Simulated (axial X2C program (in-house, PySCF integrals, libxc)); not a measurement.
**Estimating the spin–orbit splitting of the π levels of SrF⁻**

All values were computed with an in-house relativistic program for diatomic molecules. Spin-free means the one-electron spin-free X2C Hamiltonian; two-component (2c) means X2C with spin–orbit coupling and atomic mean-field two-electron Coulomb and Gaunt terms, so the difference of the two also holds small scalar two-electron terms. Basis: Sr dyall-acv3z [14s13p9d6f1g], F dyall-av3z [7s6p3d2f] (cores contracted in-house); Gaussian nuclei, density fitting, unrestricted open shells. Masses: Sr 87.906 u, F 18.998 u.

Hartree–Fock at 2.129 Å, closed shell. Valence p splittings ε(p3/2) − ε(p1/2) of spherical Dirac–Hartree–Fock atoms with fractionally filled p shells: F 2p 0.072 eV.

| filled π level (eV), spin-free | F p share | Sr p share |
| --- | --- | --- |
| -10.48 | 0.94 | < 0.02 |

Question: In first order a p shell splits by 3ζ/2 and a π orbital by ζ. Estimate the splitting of each π level from the shares.

Answer: level -10.48 eV: (2/3) × (0.94 × 0.072) = 0.05 eV.

The two-component Hartree–Fock calculation gives:

```tsv
ε(ω = 1/2) (eV)	σ share of it	ε(ω = 3/2) (eV)	splitting (eV)	estimate (eV)
-10.496	0.03	-10.454	0.04	0.05
```

The estimate leaves out the mixing of π1/2 with σ1/2 levels, which pushes the ω = 1/2 spinor up or down, the d and f parts of the orbital, small shares of the strongly split outer-core p shell of a metal, the Gaunt term (absent from the atomic values), and the change of the atomic p orbitals with charge; Löwdin shares depend on the basis.
